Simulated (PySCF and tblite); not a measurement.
Results of a calculation; reference values are marked as such.
System: C4H10BOSi2 (charge -1), numbered as in [CH3:1][B:2]([CH3:3])[C:4]#[C:5][SiH-:6][O:7][SiH3:8].

Level: BP86/pcSseg-1 + D3(BJ) on GFN2-xTB stationary points, with GFN2-xTB thermal terms. Rate constants are transition-state-theory values, counting equivalent paths, without tunnelling. (PySCF 2.14 with density fitting, tblite 0.8.)

The ion is treated without a counter-ion.

Problem. How high is the barrier to the pyramidal inversion at Si6, through which structure does it pass, and what rate follows at 298 K?

Solution. The electronic barrier is 17.1 kcal/mol and ΔG‡(298 K) 17.6 kcal/mol, over a Cs saddle with an imaginary mode of 439i cm⁻¹ (GFN2-xTB). With 1 equivalent path, k is 0.74 s⁻¹, a mean lifetime of the start of 1.4 s against this motion.
